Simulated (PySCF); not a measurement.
# Peak assignment

Numbering as in the mapped SMILES `[CH2:1]=[CH:2][Si@H:3]([Cl:4])[SiH2:5][C:6]([CH3:7])([CH3:8])[CH3:9]`; H(Xn) means a hydrogen on atom n. Ha(C1) is cis to Si3; Ha(Si5) is pro-R; Hb(Si5) is pro-S; Hb(C1) is trans to Si3.

Computed data (PySCF 2.14): coordinates at the GFN2-xTB level, NMR shieldings at PBE0/pcSseg-1/GIAO. A single conformation, equivalent nuclei averaged, gas phase, no relativistic terms.

Chemical shifts δ = σref − σ; $^{13}$C, $^{1}$H against TMS, all at this level.

**Question.** Assign these signals to the numbered atoms. $^{13}$C{$^{1}$H} NMR (computed): δ 147.7 (CH), 143.5 (CH2), 32.6 (CH3), 24.3 (C).

**Answer.** 
| δ (ppm) | atoms | environment | reason |
| --- | --- | --- | --- |
| 147.7 | C2 | alkene CH | an sp2 carbon of a C=C bond |
| 143.5 | C1 | terminal =CH2 carbon | an sp2 carbon of a C=C bond |
| 32.6 | C7/C8/C9 | methyl carbon | saturated and bonded to C and H only |
| 24.3 | C6 | fully substituted sp3 carbon bonded to Si | – |

**Question.** Assign these signals to the numbered atoms. $^{1}$H NMR (400 MHz, computed): δ 6.65 (m, 1H), 6.58 (m, 1H), 5.98 (m, 1H), 5.79 (m, 1H), 3.90 (m, 1H), 3.80 (m, 1H), 1.17 (s, 9H).

**Answer.** 
| δ (ppm) | atoms | environment | reason |
| --- | --- | --- | --- |
| 6.65 | H(C2) | hydrogen on an alkene CH | attached to an sp2 carbon and in the plane of the double bond |
| 6.58 | Hb(C1) | hydrogen on a terminal =CH2 carbon | attached to an sp2 carbon and in the plane of the double bond |
| 5.98 | Ha(C1) | hydrogen on a terminal =CH2 carbon | – |
| 5.79 | H(Si3) | hydrogen on a silicon bonded to C, Cl, Si | – |
| 3.90 | Ha(Si5) | hydrogen on a silicon bonded to C, Si | – |
| 3.80 | Hb(Si5) | hydrogen on a silicon bonded to C, Si | – |
| 1.17 | H(C7)/H(C8)/H(C9) | hydrogen on a methyl carbon | – |

H(C2) and Hb(C1); Ha(Si5) and Hb(Si5) lie closer than the usual error of such a calculation, so a measured spectrum could show them in the other order.

Shifts are as computed. Against solution values, carbons near 30 ppm lie about +3 ppm off and those near 130 ppm about +5 ppm. Of 1309 compounds with measured shifts, 239 miss one by over three times the rms of a fit or turn the order of signals round; such compounds aren't used in these exercises. No couplings were computed; multiplicities are counted from neighbouring protons, with m where these are inequivalent, close in shift, in a saturated or five-membered ring or joined by F or P, and br s for small geminal =CH2 splittings.
